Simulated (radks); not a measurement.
Values are calculated unless marked as measured or tabulated.
Task: The table gives one normalised radial function P(r) = r R(r) of Ta3+ in [Xe] 4f14 5d1 5f1 (r in bohr). Code: a radial shooting solver on a logarithmic mesh with Libxc functionals. Model: scalar-relativistic Kohn-Sham, r2SCAN, spin-polarised, spherical densities, finite nucleus; open shells are filled with parallel spins first (spin-orbit coupling, left out, can overturn this in heavy ions); meta-GGA in the generalised Kohn-Sham scheme; Fermi nuclear charge, rms radius 5.3507 fm.

| r | P |
|---|---|
| 0.0006863 | 0.0461 |
| 0.0008054 | 0.0522 |
| 0.0009376 | 0.0588 |
| 0.0011 | 0.0664 |
| 0.001281 | 0.0744 |
| 0.001503 | 0.0836 |
| 0.001764 | 0.0936 |
| 0.002054 | 0.1039 |
| 0.00241 | 0.1153 |
| 0.002806 | 0.1266 |
| 0.003292 | 0.1388 |
| 0.003864 | 0.1510 |
| 0.004498 | 0.1619 |
| 0.005278 | 0.1721 |
| 0.006145 | 0.1798 |
| 0.007211 | 0.1847 |
| 0.008462 | 0.1850 |
| 0.009851 | 0.1795 |
| 0.01156 | 0.1660 |
| 0.01346 | 0.1444 |
| 0.01579 | 0.1110 |
| 0.01853 | 0.0657 |
| 0.02158 | 0.0120 |
| 0.02532 | -0.0540 |
| 0.02948 | -0.1220 |
| 0.03459 | -0.1922 |
| 0.04059 | -0.2510 |
| 0.04726 | -0.2850 |
| 0.05546 | -0.2848 |
| 0.06456 | -0.2402 |
| 0.07576 | -0.1421 |
| 0.08891 | 0.0018 |
| 0.1035 | 0.1608 |
| 0.1215 | 0.3151 |
| 0.1425 | 0.4082 |
| 0.1659 | 0.3989 |
| 0.1947 | 0.2637 |
| 0.2267 | 0.0308 |
| 0.266 | -0.2643 |
| 0.3122 | -0.5136 |
| 0.3634 | -0.6142 |
| 0.4265 | -0.5142 |
| 0.4965 | -0.2279 |
| 0.5827 | 0.2004 |
| 0.6838 | 0.6403 |
| 0.796 | 0.9625 |
| 0.9341 | 1.1281 |
| 1.087 | 1.1068 |
| 1.276 | 0.9362 |
| 1.498 | 0.6874 |
| 1.743 | 0.4491 |
| 2.046 | 0.2470 |
| 2.382 | 0.1192 |
| 2.795 | 0.0459 |
| 3.28 | 0.0142 |
| 3.818 | 0.0037 |
| 4.481 | 0.0007 |
| 5.217 | 0.0001 |
| 6.122 | 0.0000 |
| 7.184 | 0.0000 |
| 8.363 | 0.0000 |
| 9.814 | 0.0000 |
| 11.43 | 0.0000 |
| 13.41 | 0.0000 |

Which n and l does it have? It may be an empty orbital.

Result: n = 5, l = 0: the number of nodes gives n - l - 1 = 4, the rise at small r (about r^(l+1), flatter next to the nucleus through relativity) gives l, and the extent must fit the shell. The curve is that of 5s down; the table hardly tells the two spins apart. 5s down: eigenvalue -109.12 eV, 4 radial nodes at r = 0.0222, 0.0888, 0.231, 0.542 bohr, <r> = 1.09 bohr, 90 % of the charge inside 1.57 bohr.
